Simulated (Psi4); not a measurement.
H3Cl3GeOSi (SMILES [SiH3][O][Ge]([Cl])([Cl])[Cl]), singlet, at a GFN2-xTB geometry; CAM-B3LYP/def2-SVP (Psi4).

Here is a job for Psi4.
```
memory 2 GB

molecule mol {
0 1
  Si   -2.798828    0.377472   -0.595349
  O    -1.209745    0.610420   -0.281238
  Ge    0.356662   -0.008608    0.073523
  Cl    0.884353   -1.390044   -1.427737
  Cl    1.599150    1.679357    0.064620
  Cl    0.281212   -0.930445    1.966033
  H    -3.385438   -0.334114    0.540175
  H    -2.902707   -0.411940   -1.822420
  H    -3.263657    1.752776   -0.735251
}

set basis def2-svp
set reference rks

energy('cam-b3lyp')
print_variables()
```

Q: What does Psi4 print? Leave out banner, timings and long lists.

A: 
```
   => Loading Basis Set <=

    Name: DEF2-SVP
    Role: ORBITAL
    Keyword: BASIS

         ---------------------------------------------------------
                                   SCF
               by Justin Turney, Rob Parrish, Andy Simmonett
                          and Daniel G. A. Smith
                              RKS Reference
         ---------------------------------------------------------

  ==> Geometry <==

    Molecular point group: c1
    Full point group: C1

    Geometry (in Angstrom), charge = 0, multiplicity = 1:

       Center              X                  Y                   Z               Mass
    ------------   -----------------  -----------------  -----------------  -----------------
         SI          -2.868638712492     0.385076370383    -0.610097235405    27.976926534650
         O           -1.279555712492     0.618024370383    -0.295986235405    15.994914619570
         GE           0.286851287508    -0.001003629617     0.058774764595    73.921177761000
         CL           0.814542287508    -1.382439629617    -1.442485235405    34.968852682000
         CL           1.529339287508     1.686961370383     0.049871764595    34.968852682000
         CL           0.211401287508    -0.922840629617     1.951284764595    34.968852682000
         H           -3.455248712492    -0.326509629617     0.525426764595     1.007825032230
         H           -2.972517712492    -0.404335629617    -1.837168235405     1.007825032230
         H           -3.333467712492     1.760380370383    -0.749999235405     1.007825032230

  Running in c1 symmetry.

  Rotational constants: A =      0.03975  B =      0.02724  C =      0.02704 [cm^-1]
  Rotational constants: A =   1191.59852  B =    816.59919  C =    810.49313 [MHz]
  Nuclear repulsion =  938.459385514744895

  Charge       = 0
  Multiplicity = 1
  Electrons    = 108
  Nalpha       = 54
  Nbeta        = 54

  ==> Algorithm <==

  SCF Algorithm Type is DF.
  DIIS enabled.
  MOM disabled.
  Fractional occupation disabled.
  Guess Type is SAD.
  Energy threshold   = 1.00e-06
  Density threshold  = 1.00e-06
  Integral threshold = 1.00e-12

  ==> Primary Basis <==

  Basis Set: DEF2-SVP
    Blend: DEF2-SVP
    Number of shells: 59
    Number of basis functions: 133
    Number of Cartesian functions: 141
    Spherical Harmonics?: true
    Max angular momentum: 2

  ==> DFT Potential <==

   => LibXC <=

    Version 7.1.2
    S. Lehtola, C. Steigemann, M. J. T. Oliveira, and M. A. L. Marques,  SoftwareX 7, 1–5 (2018) (10.1016/j.softx.2017.11.002)

   => Composite Functional: CAM-B3LYP <=

    CAM-B3LYP Hyb-GGA Exchange-Correlation Functional

    T. Yanai, D. P. Tew, and N. C. Handy,  Chem. Phys. Lett. 393, 51 (2004) (10.1016/j.cplett.2004.06.011)

    Deriv               =              1
    GGA                 =           TRUE
    Meta                =          FALSE

    Exchange Hybrid     =           TRUE
    MP2 Hybrid          =          FALSE

   => Exchange Functionals <=

    0.3500         Becke 88 [omega = 0.3300]
    0.4600   Short-range recipe for B88 functional - erf [omega = 0.3300]

   => Exact (HF) Exchange <=

    0.4600            HF,LR [omega = 0.3300]
    0.1900               HF

   => Correlation Functionals <=

    0.1900   Vosko, Wilk & Nusair (VWN5)
    0.8100   Lee, Yang & Parr

   => LibXC Density Thresholds  <==

    XC_HYB_GGA_XC_CAM_B3LYP:  1.00E-14

   => Molecular Quadrature <=

    Radial Scheme          =       TREUTLER
    Pruning Scheme         =           NONE
    Nuclear Scheme         =       TREUTLER

    Blocking Scheme        =         OCTREE
    BS radius alpha        =              1
    Pruning alpha          =              1
    Radial Points          =             75
    Spherical Points       =            302
    Total Points           =         190356
    Total Blocks           =           1497
    Max Points             =            256
    Max Functions          =            120
    Weights Tolerance      =       1.00E-15

   => Loading Basis Set <=

    Name: (DEF2-SVP AUX)
    Role: JKFIT
    Keyword: DF_BASIS_SCF

  ==> Integral Setup <==

  SCF_SUBTYPE=INCORE selected. In-core MEM_DF algorithm will be used.
  Using in-core AOs.

  ==> MemDFJK: Density-Fitted J/K Matrices <==

    J tasked:                   Yes
    K tasked:                   Yes
    wK tasked:                  Yes
    Omega:                3.300E-01
    Algorithm:                 Core
    Schwarz Cutoff:           1E-12
    Mask sparsity (%):       9.3391
    Fitting Condition:        1E-10

   => Auxiliary Basis Set <=

  Basis Set: (DEF2-SVP AUX)
    Blend: DEF2-UNIVERSAL-JKFIT
    Number of shells: 255
    Number of basis functions: 909
    Number of Cartesian functions: 1144
    Spherical Harmonics?: true
    Max angular momentum: 5

  Minimum eigenvalue in the overlap matrix is 1.0107792594E-02.
  Reciprocal condition number of the overlap matrix is 2.3208667404E-03.
    Using symmetric orthogonalization.

  ==> Pre-Iterations <==

  SCF Guess: Superposition of Atomic Densities via on-the-fly atomic UHF (no occupation information).

   -------------------------
    Irrep   Nso     Nmo
   -------------------------
     A        133     133
   -------------------------
    Total     133     133
   -------------------------

  ==> Iterations <==

                           Total Energy        Delta E     RMS |[F,P]|

   @DF-RKS iter SAD: -3820.12038393269586   -3.82012e+03   0.00000e+00
   @DF-RKS iter   1: -3822.40012806501727   -2.27974e+00   1.76563e-02 DIIS/ADIIS
   @DF-RKS iter   2: -3821.67922510339349    7.20903e-01   2.54098e-02 DIIS/ADIIS
   @DF-RKS iter   3: -3823.59447455398231   -1.91525e+00   8.57327e-04 DIIS/ADIIS
   @DF-RKS iter   4: -3823.59597313337781   -1.49858e-03   4.56095e-04 DIIS/ADIIS
   @DF-RKS iter   5: -3823.59755156773690   -1.57843e-03   9.03113e-05 DIIS
   @DF-RKS iter   6: -3823.59760264584793   -5.10781e-05   3.38916e-05 DIIS
   @DF-RKS iter   7: -3823.59761255183776   -9.90599e-06   4.89927e-06 DIIS
   @DF-RKS iter   8: -3823.59761288165737   -3.29820e-07   9.15600e-07 DIIS
  Energy and wave function converged.

  ==> Post-Iterations <==

   Electrons on quadrature grid:
      Ntotal   =  108.0000307962 ; deviation = 3.080e-05

    Orbital Energies [Eh]
    ---------------------

    Doubly Occupied:

[...]
    Virtual:

[...]
     133A      3.282610

    Final Occupation by Irrep:
              A
    DOCC [    54 ]
    NA   [    54 ]
    NB   [    54 ]

  @DF-RKS Final Energy: -3823.59761288165737

   => Energetics <=

    Nuclear Repulsion Energy =            938.4593855147448949
    One-Electron Energy =               -7177.7782045725580247
    Two-Electron Energy =                2565.6699737138305863
    DFT Exchange-Correlation Energy =    -149.9487675376749678
    Empirical Dispersion Energy =           0.0000000000000000
    VV10 Nonlocal Energy =                  0.0000000000000000
    Total Energy =                      -3823.5976128816573691

Computation Completed

Properties will be evaluated at   0.000000,   0.000000,   0.000000 [a0]

Properties computed using the SCF density matrix

 Multipole Moments:

 ------------------------------------------------------------------------------------
     Multipole            Electronic (a.u.)      Nuclear  (a.u.)        Total (a.u.)
 ------------------------------------------------------------------------------------

 L = 1.  Multiply by 2.5417464519 to convert [e a0] to [Debye]
 Dipole X            :         13.8425124          -14.2477261           -0.4052137
 Dipole Y            :         -1.6557491            1.5519603           -0.1037888
 Dipole Z            :          2.9311104           -3.0099320           -0.0788216
 Magnitude           :                                                    0.4256561

 ------------------------------------------------------------------------------------

  Variable Map:
  ----------------------------------------------------------------------------
[...]
  Array Variable Map:
  ----------------------------------------------------------------------------
[...]
[...]
```
